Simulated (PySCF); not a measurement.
# Ionisation energy of Ho⁺ by level of theory

Ho⁺ [Xe] 4f11 6s1 (high-spin determinant) → Ho²⁺ [Xe] 4f11 (high-spin determinant), as a difference of total energies. Calculation: PySCF 2.14, in cc-pVDZ-X2C; scalar relativity by spin-free X2C-1e. Correlated levels: valence: [Kr] 4d10 frozen; valence and next inner shell: [Ar] 3d10 frozen. The calculations carry no spin-orbit coupling.

| method | ionisation energy (eV) |
| --- | --- |
| UHF | 10.919 |
| LDA | 12.205 |
| PBE | 11.997 |
| PBE0 | 11.758 |
| r2SCAN | 11.756 |
| TPSSh | 11.620 |
| MN15 | 11.597 |
| r2SCANh | 11.711 |
| MP2 (valence) | 11.662 |
| SCS-MP2 (valence) | 11.507 |
| MP2 (valence and next inner shell) | 11.697 |
| SCS-MP2 (valence and next inner shell) | 11.541 |

Question: How much does correlation contribute at MP2 (valence and next inner shell)?

Answer: 11.697 − (10.919) = 0.778 eV, measured against UHF.

Errors of the correlated levels include the incompleteness of this basis and the frozen core.

The determinant of Ho²⁺ and of Ho⁺ mixes LS terms, which raises its energy above the lowest term, most at the Hartree-Fock and MP2 levels.

For comparison: 11.781 ± 0.02 eV (semi-empirical (NIST evaluation); NIST Atomic Spectra Database, ionization energies).
